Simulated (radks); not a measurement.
Results of a calculation; reference values are marked as such.
Ru5+, configuration [Kr] 4d3. Code: a radial shooting solver on a logarithmic mesh with Libxc functionals. Model: Dirac Kohn-Sham, BLYP, spin-unpolarised, spherical densities, point nucleus; open shells fill j = l - 1/2 first.

X-ray form factor f0, the Fourier transform of the density (f0(0) = 39):

sin(theta)/lambda (1/angstrom),f0 (electrons)
0.05,38.643
0.1,37.618
0.15,36.054
0.2,34.126
0.25,32.019
0.3,29.893
0.4,26.005
0.5,22.883
0.6,20.468
0.8,16.869
1,13.927
1.25,10.819
1.5,8.528
2,6.114
